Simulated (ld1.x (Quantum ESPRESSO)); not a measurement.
Logarithmic derivatives: Nd, TM

neodymium, norm-conserving Troullier–Martins (Kleinman–Bylander form), made with ld1.x (Quantum ESPRESSO) 7.5 (PBEsol, fully relativistic). Core [Xe], reference 4f4 5d0 6s0.5 6p0 (charge +1.5). Waves: 6s (bound): rc 2.80 bohr; 5d (bound, empty): rc 2.85 bohr; 4f (bound): rc 0.80 bohr; 6p (bound, empty): rc 4.20 bohr. Local part: the p channel. Core correction: Bessel-smoothed model core, default radius (core density twice the valence density).

Open shells are filled in proportion to 2j + 1 (rel_dist='average').

The phase is arctan(r·u′/u) with u = r·R(r), unwrapped; energies in Ry, scanned from -3 to 5 Ry. A pole is an energy at which the radial function vanishes at the test radius. The pseudo phase is shifted by a multiple of π to meet the all-electron one at the reference energy, and phase errors are pseudo minus all-electron; the curves can meet again beyond the range given. Levels narrower than the energy grid can be missing from the lists of poles. n/a: not evaluated, since a narrow level or a reset projector energy made the automatic matching unsafe.

Task: For each channel, where are the poles, and over which energies does the pseudopotential scatter like the atom?

Result:

```json
{"channel": "s", "radius (bohr)": "4.54", "reference energy (Ry)": "-0.78", "poles, all-electron": "-0.34, 2.55", "poles, pseudo": "-0.36, 1.18, 3.42", "unbroken range about the reference energy with phases within 0.05 rad": "below 0.0", "phase error 1 Ry above the reference energy (rad)": "-0.124"}
{"channel": "p1/2", "radius (bohr)": "4.54", "reference energy (Ry)": "-0.56", "poles, all-electron": "0.16, 3.18", "poles, pseudo": "0.17, 2.25", "unbroken range about the reference energy with phases within 0.05 rad": "n/a", "phase error 1 Ry above the reference energy (rad)": "n/a"}
{"channel": "p3/2", "radius (bohr)": "4.54", "reference energy (Ry)": "-0.53", "poles, all-electron": "-2.23, 0.28, 3.37", "poles, pseudo": "0.17, 2.25", "unbroken range about the reference energy with phases within 0.05 rad": "not even at the reference energy", "phase error 1 Ry above the reference energy (rad)": "-0.050"}
{"channel": "d3/2", "radius (bohr)": "4.54", "reference energy (Ry)": "-0.77", "poles, all-electron": "-0.66, 1.35, 4.65", "poles, pseudo": "-0.66, 2.04", "unbroken range about the reference energy with phases within 0.05 rad": "below -0.3", "phase error 1 Ry above the reference energy (rad)": "+0.839"}
{"channel": "d5/2", "radius (bohr)": "4.54", "reference energy (Ry)": "-0.75", "poles, all-electron": "-0.64, 1.39, 4.70", "poles, pseudo": "-0.63, 2.08", "unbroken range about the reference energy with phases within 0.05 rad": "below -0.2", "phase error 1 Ry above the reference energy (rad)": "+0.814"}
{"channel": "f5/2", "radius (bohr)": "4.54", "reference energy (Ry)": "-0.83", "poles, all-electron": "0.82, 3.17", "poles, pseudo": "1.63", "unbroken range about the reference energy with phases within 0.05 rad": "n/a", "phase error 1 Ry above the reference energy (rad)": "n/a"}
{"channel": "f7/2", "radius (bohr)": "4.54", "reference energy (Ry)": "-0.80", "poles, all-electron": "-0.78, 0.82, 3.18", "poles, pseudo": "-0.78, 1.64", "unbroken range about the reference energy with phases within 0.05 rad": "below -0.4", "phase error 1 Ry above the reference energy (rad)": "+1.271"}
```

Phases in the d5/2 channel:

| E (Ry) | all-electron | pseudo |
| --- | --- | --- |
| -3.00 | 1.429 | 1.429 |
| -2.52 | 1.412 | 1.412 |
| -2.04 | 1.386 | 1.388 |
| -1.56 | 1.340 | 1.343 |
| -1.08 | 1.195 | 1.203 |
| -0.60 | -1.623 | -1.614 |
| -0.12 | -1.986 | -1.902 |
| 0.36 | -3.826 | -2.722 |
| 0.84 | -4.561 | -4.338 |
| 1.32 | -4.699 | -4.589 |
| 1.80 | -4.784 | -4.679 |
| 2.28 | -4.901 | -4.734 |
| 2.76 | -5.477 | -4.786 |
| 3.24 | -7.530 | -4.859 |
| 3.72 | -7.741 | -5.051 |
| 4.20 | -7.810 | -6.832 |
| 4.68 | -7.852 | -7.637 |
